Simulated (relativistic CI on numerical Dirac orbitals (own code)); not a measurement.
**Ir⁴⁺: resonant inelastic scattering at the L2,3 edge**

Computed with this model: Dirac-Coulomb-Breit CI, orbitals from a KLI potential per configuration, model QED (radiative potential, 1s self-energy scaled to tabulated hydrogen-like ionisation energies), Kramers-Heisenberg scattering through one core-hole configuration in a parametric crystal field, unscaled Slater integrals; configurations [Xe] 4f14 5d5 → [He] 2s2 2p5 3s2 3p6 3d10 4s2 4p6 4d10 4f14 5s2 5p6 5d6; 80 K; core-hole width 5 eV; summed over polarisations. Incident energies are the highest absorption maxima for each field (at most a few, so the weaker spin-orbit partner edge can be absent), on the computed scale of the free ion. Intensities are in per cent of the strongest line above 0.02 eV; levels within 1 cm⁻¹ are merged; final levels count from the ground level, the first row holds all elastic scattering, lines under 0.4 are left out and each table stops after 24 rows. The scale of the Slater integrals is a model choice and moves the terms in proportion.

Field parameters in Wybourne normalisation: D3d B²₀ = −7Dσ, B⁴₀ = −14Dq − 21Dτ, B⁴₃ = −14√(10/7) Dq; D4h B²₀ = −7Ds, B⁴₀ = 21(Dq − Dt), B⁴₄ = 21√(5/14) Dq; Oh B⁴₀ = 21Dq, B⁴₄ = √(5/14) B⁴₀. The field is a parameter set, without covalency, and values of 10Dq over about 45,000 cm⁻¹ lie beyond real compounds.

S is read from ⟨S²⟩ = S(S + 1).

D4h, 10Dq = 54200, Ds = -880, Dt = -120 cm⁻¹:

```csv
Final level (eV),Degeneracy,Irrep,S,11219.3 eV,12829.5 eV
0.000,2,Γ7,0.55,1690.2,94.9
0.930,2,Γ6,0.54,39.2,1.4
1.104,2,Γ7,0.54,32.8,1.1
4.762,2,Γ7,1.50,37.5,3.6
5.023,2,Γ6,1.52,21.3,1.6
5.110,2,Γ7,1.52,54.8,26.5
5.282,2,Γ6,1.48,34.3,15.2
5.388,2,Γ7,1.50,38.3,19.8
5.486,2,Γ6,1.48,20.3,9.5
5.824,2,Γ6,1.44,14.0,9.0
5.854,2,Γ7,1.44,45.3,15.7
6.272,2,Γ6,1.43,65.6,10.1
6.402,2,Γ6,1.41,28.8,9.6
6.454,2,Γ7,1.29,58.9,15.4
6.478,2,Γ7,1.34,39.0,13.9
6.630,2,Γ7,0.73,100.0,38.6
6.764,2,Γ6,0.69,86.7,40.7
6.967,2,Γ7,0.61,70.9,34.9
7.226,2,Γ6,0.55,29.1,8.9
7.373,2,Γ7,0.75,15.6,15.0
7.477,2,Γ6,0.66,8.9,2.8
7.624,2,Γ6,0.58,24.1,5.4
7.638,2,Γ7,0.73,14.8,5.6
7.816,2,Γ7,0.58,33.0,6.1
```

D3d, 10Dq = 14950, Dσ = -510, Dτ = 160 cm⁻¹:

```
Final level (eV)  Degeneracy  Irrep     S  11217.3 eV
           0.000           2     Γ4  2.21      1959.5
           0.071           2     Γ4  2.34        30.7
           0.075           2  Γ5+Γ6  2.34        30.7
           1.056           2     Γ4  1.30       100.0
           1.895           2  Γ5+Γ6  1.24         3.5
           1.914           2     Γ4  1.26         3.1
           1.965           2     Γ4  1.48         5.1
           2.020           2  Γ5+Γ6  1.51         4.7
           2.295           2     Γ4  1.47         1.1
           2.425           2  Γ5+Γ6  1.35        17.8
           2.459           2     Γ4  1.35        16.3
           2.529           2     Γ4  1.43        17.4
           2.820           2     Γ4  1.39         2.6
           2.885           2  Γ5+Γ6  1.37         9.8
           2.891           2     Γ4  1.36         8.9
           2.941           2     Γ4  1.14        10.6
           2.944           2  Γ5+Γ6  1.08        11.2
           3.033           2     Γ4  1.18        10.2
           3.231           2  Γ5+Γ6  1.10         9.4
           3.320           2     Γ4  1.12         9.8
           3.331           2     Γ4  1.17        21.3
           3.498           2     Γ4  1.17         5.3
           3.645           2     Γ4  1.35         8.5
           3.700           2  Γ5+Γ6  1.39         3.9
```

Oh, 10Dq = 61300 cm⁻¹:

| Final level (eV) | Degeneracy | Irrep | S | 11213.8 eV | 11219.8 eV | 12830 eV |
| --- | --- | --- | --- | --- | --- | --- |
| 0.000 | 2 | Γ7 | 0.54 | 232.2 | 706.1 | 45.1 |
| 0.985 | 4 | Γ8 | 0.53 | 78.2 | 28.2 | 0.9 |
| 5.676 | 4 | Γ8 | 1.49 | 4.3 | 26.9 | 2.4 |
| 5.933 | 2 | Γ7 | 1.52 | 4.5 | 28.7 | 13.9 |
| 6.091 | 4 | Γ8 | 1.49 | 4.2 | 26.3 | 14.0 |
| 6.252 | 2 | Γ6 | 1.49 | 1.5 | 10.5 | 4.8 |
| 6.854 | 2 | Γ6 | 1.47 | 0.4 | 2.7 | 0.7 |
| 6.914 | 4 | Γ8 | 1.45 | 7.1 | 46.4 | 9.7 |
| 6.986 | 4 | Γ8 | 1.40 | 3.9 | 24.2 | 12.8 |
| 6.988 | 2 | Γ7 | 1.34 | 2.7 | 18.0 | 9.1 |
| 7.461 | 4 | Γ8 | 0.62 | 17.0 | 100.0 | 35.8 |
| 7.726 | 2 | Γ7 | 0.59 | 5.1 | 31.1 | 15.6 |
| 7.993 | 2 | Γ6 | 0.54 | 1.1 | 10.5 | 3.3 |

For the first field the strongest loss at the lowest incident energy is the level at 6.63 eV (S = 0.73, against 0.55 in the thermal ground state). Levels of other spin, the first over 8 % at 4.76 eV, appear because spin-orbit coupling of the core hole, and in heavier ions of the valence shell too, mixes spins.
